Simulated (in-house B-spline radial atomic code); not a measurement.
Configurations of the krypton ion Kr²⁺, with energies counted from [Ar] 3d10 4s2 4p4. Level of theory: scalar-relativistic (X2C) TPSSh, spin-polarised, spherical fractional occupations, exact exchange averaged over the configuration, Fermi nucleus of rms radius 4.1884 fm; calculated with a B-spline radial code for spherical atoms. Shells without spins written out take the highest spin.

Occupations are held fixed; configurations that lie above the ionisation limit could autoionise.

| configuration | E - E(ref) (eV) | highest orbital | its <r> (bohr) |
| --- | --- | --- | --- |
| [Ar] 3d10 4s2 4p3 5s1 | 17.703 | 5s up | 3.6 |
| [Ar] 3d9 4s2 4p4 4d1 | 101.14 | 4d up | 2.377 |
| [Ar] 3d9 4s2 4p4 4f1 | 112.45 | 4f up | 5.455 |
| [Ar] 3d9 4s2 4p4 5f1 | 115.07 | 5f up | 9.264 |

(1) Order these further configurations by energy, lowest first.
A. [Ar] 3d9 4s2 4p4 5d1
B. [Ar] 3d10 4s1 4p4 5f1
C. [Ar] 3d10 4s2 4p3 4d1
D. [Ar] 3d10 4s2 4p3 4f1

Answers

(1) C (16.722 eV), D (27.188 eV), B (45.615 eV), A (111 eV).
